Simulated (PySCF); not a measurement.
Ga(Cl)(Me)(OH) (CH4ClGaO), SMILES [CH3][Ga]([OH])[Cl].

Coordinates come from a TPSSh-D3(BJ)/def2-SVP optimisation. The structure was generated by enumeration; whether it is a known compound was not checked. One conformer was computed; it need not be the lowest.

Computed with PySCF with TPSSh-D3(BJ)/def2-SVP.

Frequencies are harmonic and unscaled.

Computed harmonic wavenumbers and intensities:
| mode | ν (cm⁻¹) | IR (km/mol) | Raman (Å⁴/amu) | depolarisation | moving atoms (share of kinetic energy) |
|---|---|---|---|---|---|
| 1 | 37 | 0.2 | 0.0 | – | H 97 % |
| 2 | 129 | 2.7 | 2.3 | 0.71 | C 36 %, H 22 %, Cl 21 %, Ga 17 % |
| 3 | 153 | 6.3 | 0.0 | – | Ga 42 %, O 20 %, H 16 %, C 14 % |
| 4 | 167 | 19.9 | 2.0 | 0.70 | O 54 %, Cl 14 %, Ga 14 %, H 13 % |
| 5 | 398 | 43.6 | 9.5 | 0.18 | Cl 69 %, Ga 24 % |
| 6 | 401 | 119.3 | 0.6 | 0.73 | H 90 %, O 9 % |
| 7 | 582 | 21.6 | 17.6 | 0.15 | C 61 %, H 17 %, Ga 16 % |
| 8 | 709 | 90.8 | 5.6 | 0.24 | O 74 %, Ga 19 % |
| 9 | 728 | 18.4 | 0.1 | 0.75 | H 82 %, C 17 % |
| 10 | 752 | 15.2 | 0.5 | 0.22 | H 80 %, C 15 % |
| 11 | 819 | 131.3 | 3.2 | 0.75 | H 88 % |
| 12 | 1232 | 1.7 | 4.8 | 0.10 | H 81 %, C 19 % |
| 13 | 1447 | 1.9 | 9.9 | 0.75 | H 95 % |
| 14 | 1449 | 2.9 | 8.5 | 0.75 | H 95 % |
| 15 | 3046 | 2.8 | 139.6 | 0.00 | H 97 % |
| 16 | 3147 | 1.6 | 83.3 | 0.75 | H 91 %, C 9 % |
| 17 | 3162 | 1.9 | 95.2 | 0.74 | H 90 %, C 10 % |
| 18 | 3805 | 61.7 | 119.0 | 0.27 | H 94 % |
